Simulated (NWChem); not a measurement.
# Relativistic effects in FIn

```xyz
2

In     0.0000     0.0000    -0.3111
F      0.0000     0.0000     1.6938
```
Charge 0, spin multiplicity 1.

All runs are NWChem calculations. Structure: optimised with B3LYP/def2-SVP with def2 effective core potentials on In, a minimum by its harmonic frequencies.

Functional PBE, all-electron basis x2c-SVPall-2c, contracted for the X2C Hamiltonian and used here with ZORA. The ion keeps the geometry and has multiplicity 2 in the scalar run; the spin-orbit run starts from the same electron counts.

Costs are rough ratios of processor time within this set of runs, SCF included, with scalar ZORA as 1.

The structure started from a generated list of species. The stability of the SCF solutions was not checked.

| Hamiltonian | ΔSCF ionisation energy (eV) | HOMO (eV) | LUMO (eV) | gap (eV) | relative cost |
|---|---|---|---|---|---|
| scalar ZORA | 9.83 | -6.27 | -2.12 | 4.15 | 1 |
| spin-orbit ZORA | [?] | [?] | [?] | [?] | under 3 |

Task: Fill in the missing entries.

Result: 
- spin-orbit ZORA, ΔSCF ionisation energy (eV): 9.84
- spin-orbit ZORA, HOMO (eV): -6.27
- spin-orbit ZORA, LUMO (eV): -2.24
- spin-orbit ZORA, gap (eV): 4.03
